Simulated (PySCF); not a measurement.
# From computed data to an observable: entropy of an ideal gas

F₆P, SMILES F[P-](F)(F)(F)(F)F, charge -1.

Geometry: PBE-D3(BJ)/def2-SVPD.

PBE-D3(BJ)/def2-SVPD in PySCF gives the harmonic wavenumbers 276, 276, 276, 417, 417, 417, 507, 507, 507, 533, 533, 664, 820, 820, 820 cm⁻¹ and the rotational temperatures 0.1148, 0.1148, 0.1148 K. The molar mass is 144.96 g/mol, the symmetry number 24, the spin multiplicity 1.

Task: Work out the entropy at 298.15 K and 1 atm in the rigid-rotor, harmonic-oscillator model.

Result: 
Translation (Sackur–Tetrode at 1 atm): S = R[1.5 ln M + 2.5 ln T − 1.16487] = 170.8 J/(mol K).
Rotation: q = (√π/σ) T^1.5/√(θA θB θC) = 9770, S = R[ln q + 3/2] = 88.9 J/(mol K).
Vibration: with u = 1.4388 ν/T, each mode gives R[u/(e^u − 1) − ln(1 − e^−u)]:
| ν (cm⁻¹) | modes | u | S (J/(mol K)) |
|---|---|---|---|
| 276 | 3 | 1.33 | 19.56 |
| 417 | 3 | 2.01 | 11.32 |
| 507 | 3 | 2.45 | 8.04 |
| 533 | 2 | 2.57 | 4.86 |
| 664 | 1 | 3.20 | 1.47 |
| 820 | 3 | 3.96 | 2.41 |
These are all the modes. Sum 47.7 J/(mol K).
Spin: R ln 1 = 0.0 J/(mol K).
Total 307.3 J/(mol K); the program's own thermochemistry gives 307.4. Translation makes up 56 % and vibration 16 %. Anharmonicity, hindered rotation and orbital degeneracy are left out.
